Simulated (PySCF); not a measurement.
Compound: C₅H₆F₃Si (doublet state).
Cartesian coordinates in Å at the GFN2-xTB level; atoms count from 1:
```xyz
15
C5H6F3Si angstrom
C      3.3948   -0.2015    0.0514
C      1.9768   -0.0085    0.2145
C      0.7763    0.1093    0.3180
Si    -0.9910    0.4773    0.6035
C     -1.8745    1.3971   -0.8360
F     -1.3519    2.6610   -1.0010
C     -1.9093   -1.2297    0.7905
F     -3.1908   -1.0527    1.2175
F     -2.0083   -1.8427   -0.4278
H      3.9307    0.2668    0.8768
H      3.7233    0.2486   -0.8849
H      3.6275   -1.2659    0.0348
H     -2.9485    1.5209   -0.6638
H     -1.7267    0.8737   -1.7876
H     -1.4326   -1.9458    1.4721
```

The hyperfine couplings belong to this conformer and change with its torsions.

The species is `CC#C[Si](CF)C(F)F` [radical].

Method used: UKS B3LYP, pcH-1 on C F H Si, non-relativistic, mean-field spin-orbit, GIAO (PySCF 2.14.0). One conformer (not necessarily the lowest) at the GFN2-xTB geometry, without solvent, vibrations or thermal averaging. GFN2-xTB frequencies show an imaginary mode (27i cm⁻¹), so this geometry is no minimum at that level. Couplings are sensitive to structure, and on GFN2-xTB geometries they can be far from those on DFT ones, by a factor of two or more for some ions and for spin on atoms past the first row. Stability of the SCF solution: not tested.

Q: The isotropic 13C couplings are +43.3, +27.6, +23.1, +15.1, -5.3 MHz. Assign them to C1; C2; C3; C5; C7.

A: 
```
site  a_iso (MHz)  ρ(0) (bohr⁻³)          position  distance from Si4 (Å)  spin population  largest |T| (MHz)
  C1         -5.3        -0.0047  3 bonds from Si4                   4.47            -0.01                0.5
  C2        +15.1        +0.0135  2 bonds from Si4                   3.03            +0.16               24.6
  C3        +27.6        +0.0246   1 bond from Si4                   1.83            -0.09               10.3
  C5        +23.1        +0.0206   1 bond from Si4                   1.92            +0.02               11.5
  C7        +43.3        +0.0385   1 bond from Si4                   1.95            +0.01                7.3
```

Q: Match the computed a_iso(19F) values +51.1, +19.8 MHz (means over equivalent nuclei) with the sites F6; F8/F9.

A: 
| site | a_iso (MHz) | ρ(0) (bohr⁻³) | position | distance from Si4 (Å) | bound to | spin population there | largest \|T\| (MHz) |
| --- | --- | --- | --- | --- | --- | --- | --- |
| F6 | +19.8 | +0.0047 | 2 bonds from Si4 | 2.73 | C5 | +0.02 | 8.6 |
| F8/F9 | +51.1 | +0.0121 | 2 bonds from Si4 | 2.74 | C7 | +0.01 | 60.6 |

Q: The isotropic 1H couplings, averaged over equivalent nuclei, are +22.4, +12.8, -3.0 MHz. Assign them to H10/H11/H12; H13/H14; H15.

A: 
```tsv
site	a_iso (MHz)	ρ(0) (bohr⁻³)	position	distance from Si4 (Å)	bound to	spin population there	largest |T| (MHz)
H10/H11/H12	+12.8	+0.0029	4 bonds from Si4	4.95	C1	-0.01	2.1
H13/H14	+22.4	+0.0050	2 bonds from Si4	2.54	C5	+0.02	5.5
H15	-3.0	-0.0007	2 bonds from Si4	2.61	C7	+0.01	5.4
```

ρ(0) is the spin density at the nucleus and T the dipolar tensor; a_iso includes a spin–orbit part; entries for several nuclei are means. The largest Mulliken spin populations are on Si4 (+0.86), C2 (+0.16) and C3 (-0.09). The positive populations add up to 1.11 and the negative ones to -0.11, together 2S = 1. The angles at Si4 add up to 328.1°, so it is pyramidal.

The spin density at the nucleus, in bohr⁻³, is negative for C1 (-0.0047), for instance. A restricted open-shell determinant has no negative spin density anywhere; here it arises because α and β orbitals differ (spin polarisation).

Class means assume fast exchange of nuclei equivalent by connectivity; if that motion is slow, each nucleus keeps its own coupling. The three 1H nuclei of mean +12.8 MHz run from 5.4 to 25.1 MHz in the frozen geometry. The 19F value of +51.1 MHz is a mean of couplings from -1.7 to 103.9 MHz in this one geometry, not an average over conformers. The 1H value of +22.4 MHz is a mean of couplings from -2.8 to 47.5 MHz in this one geometry, not an average over conformers.

On an Arm Neoverse V2 with one thread, shared host with 96 logical CPUs at a one-minute load of 55, this took 2.1 min wall (with the writing of density and orbital grids) and 0.97 GiB of memory at its peak.
